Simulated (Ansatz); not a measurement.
Frontier orbitals of CH5NSSi (`[SiH3]/N=C\S`).

```
atom    x (Å)    y (Å)    z (Å)
 Si1   1.2724  -0.4286  -0.1149
  N2  -0.3872  -0.8857  -0.0295
  C3  -1.4676  -0.2642   0.0846
  S4  -1.7955   1.4695   0.2164
  H5   1.8153  -0.9482  -1.3931
  H6   1.5294   1.0449  -0.0638
  H7   1.9707  -1.0596   1.0311
  H8  -2.4219  -0.8041   0.1178
  H9  -0.5156   1.8759   0.1516
```

Charge 0, multiplicity 1. The geometry is a stationary point of PBE0-D4/def2-TZVP. It is one conformer, not always the lowest. Basis def2-TZVPP, Ansatz 0.2.0.

```
functional  HOMO (eV)  LUMO (eV)  gap (eV)
       PBE      -5.96      -1.99      3.97
    revPBE      -5.92      -1.91      4.01
      BLYP      -5.83      -1.83      4.00
    r2SCAN      -6.24      -1.82      4.42
      PBE0      -7.28      -1.00      6.28
     B3LYP      -7.05      -1.21      5.84
   r2SCANh      -6.73      -1.45      5.28
     BHLYP      -8.52       0.16      8.68
   LC-ωPBE      -9.94       1.29     11.23
   ωB97M-V      -9.51       1.14     10.65
```

From PBE to PBE0 the HOMO moves by −1.32 eV and the LUMO by +0.99 eV, and with ωB97M-V by −3.54 and +3.13 eV, so the gap grows from 3.97 to 10.65 eV with exact exchange. A positive LUMO is unbound and depends on the basis.

B3LYP here is the variant with VWN-RPA as its local correlation; programs differ in this. LC-ωPBE has ω = 0.4 bohr⁻¹.
